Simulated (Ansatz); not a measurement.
Program: Ansatz. Geometries: PBE0-D4/def2-TZVP. ΔE: electronic, gas phase. CBS: MP2 limit from def2 TZ/QZ plus the TZ coupled-cluster correction, frozen cores. Functionals use def2-TZVPP. B3LYP here is the variant with VWN-RPA as its local correlation; programs differ in this. For Se outer-core shells are correlated without core-valence functions, which leaves a few kJ/mol of doubt a bond. Scalar relativity is left out up to krypton. Each species was taken in one conformer, which may not be the lowest.

Reaction (formal exchange of groups at the Se–C bond): `N=C=C(F)[SeH]` + `C[SiH2]F` → `C[SiH](F)[SeH]` + `N=C=CF`

Is it downhill or uphill in electronic energy at CCSD(T)/CBS, and by how much? (An estimate is asked.)

Ansatz gave: Downhill: ΔE = -1.14 eV.

What do these levels give: PBE-D4, r2SCAN-D4, B3LYP-D4, ωB97X-V, ωB97M-V, PBE, MP2/def2-TZVPP, CCSD/def2-TZVPP, CCSD(T)/def2-TZVPP, HF/def2-QZVPP, SCS-MP2/def2-QZVPP, MP2/CBS(def2)? (Best estimate.)

Ansatz gave: PBE-D4 -1.03, r2SCAN-D4 -1.07, B3LYP-D4 -1.06, ωB97X-V -1.08, ωB97M-V -1.11, PBE -1.02, MP2/def2-TZVPP -1.06, CCSD/def2-TZVPP -1.10, CCSD(T)/def2-TZVPP -1.07, HF/def2-QZVPP -1.16, SCS-MP2/def2-QZVPP -1.07, MP2/CBS(def2) -1.12 eV.

Largest T1 diagnostic among the species: 0.014.

In def2-TZVPP, CCSD(T) changes the Hartree–Fock value by +0.09 eV (the triples alone add +0.03 eV) and MP2 by +0.11 eV. From PBE to PBE0 (25 % exact exchange), in def2-TZVPP and without D4, ΔE moves by −0.08 eV.
